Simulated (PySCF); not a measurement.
C3H3ClF2, SMILES C/C(F)=C(\F)Cl.

The structure is a stationary point at B3LYP-D3(BJ)/def2-SVP.

Level of theory: PySCF 2.14.0 with TDA-PBE/def2-SVPD.

Vertical excitations. The molecule is in vacuum. State labels are in the subgroup Cs.

Computed UV-visible absorptions:
```tsv
state	symmetry	energy (eV)	λ (nm)	f	main pairs
S1	A"	5.52	225	0.000	HOMO→LUMO+1 99 %
S2	A"	5.90	210	0.002	HOMO→LUMO+2 100 %
S3	A"	6.68	185	0.000	HOMO→LUMO+3 97 %
S4	A"	6.97	178	0.000	HOMO→LUMO+4 98 %
S5	A'	7.00	177	0.517	HOMO→LUMO 74 %
S6	A"	7.35	169	0.000	HOMO−1→LUMO 100 %
S7	A"	7.56	164	0.004	HOMO→LUMO+5 98 %
S8	A'	7.64	162	0.002	HOMO→LUMO+6 99 %
S9	A"	7.77	159	0.015	HOMO→LUMO+7 97 %
S10	A'	7.95	156	0.030	HOMO−1→LUMO+1 90 %
T1	A'	4.17	297	0	HOMO→LUMO 99 %
T2	A"	5.02	247	0	HOMO→LUMO+1 100 %
T3	A"	5.78	214	0	HOMO→LUMO+2 99 %
T4	A"	6.27	198	0	HOMO→LUMO+3 98 %
```
Triplets are in the Tamm–Dancoff approximation.
